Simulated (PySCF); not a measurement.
```xyz
21

Si     1.9656     1.9676    -0.0246
C      1.1219     0.2675    -0.0174
C      1.8363    -0.9393    -0.0346
S      3.6127    -0.9837    -0.0652
C      1.1068    -2.1781    -0.0267
N     -0.2030    -2.2708    -0.0049
C     -0.9375    -1.1175     0.0117
C     -2.3570    -1.2229     0.0348
C     -3.1493    -0.0847     0.0521
C     -2.5441     1.1997     0.0469
C     -1.1622     1.3304     0.0246
C     -0.3141     0.1834     0.0063
H      3.4551     1.7941    -0.0457
H      1.5796     2.7463     1.2030
H      1.5456     2.7531    -1.2367
H      3.6922    -2.3448    -0.0734
H      1.6744    -3.1296    -0.0397
H     -2.7849    -2.2359     0.0382
H     -4.2460    -0.1724     0.0699
H     -3.1763     2.1004     0.0606
H     -0.7157     2.3372     0.0208
```

Charge 0, multiplicity 1.

Problem. Give the Mulliken and meta-Löwdin atomic charges from PySCF 2.14.0 with PBE-D3(BJ)/def2-TZVP // PBE-D3(BJ)/def2-SVP.

Solution. 
| atom | Mulliken (e) | meta-Löwdin (e) |
|---|---|---|
| Si1 | 0.09 | 0.40 |
| C2 | -0.09 | -0.21 |
| C3 | 0.13 | -0.09 |
| S4 | -0.16 | 0.00 |
| C5 | -0.14 | -0.01 |
| N6 | -0.11 | -0.22 |
| C7 | 0.13 | 0.09 |
| C8 | -0.23 | -0.11 |
| C9 | -0.06 | -0.12 |
| C10 | -0.11 | -0.11 |
| C11 | -0.17 | -0.13 |
| C12 | 0.06 | 0.00 |
| H13 | 0.00 | -0.06 |
| H14 | -0.01 | -0.07 |
| H15 | -0.01 | -0.07 |
| H16 | 0.15 | 0.10 |
| H17 | 0.09 | 0.11 |
| H18 | 0.10 | 0.13 |
| H19 | 0.11 | 0.13 |
| H20 | 0.11 | 0.12 |
| H21 | 0.12 | 0.12 |
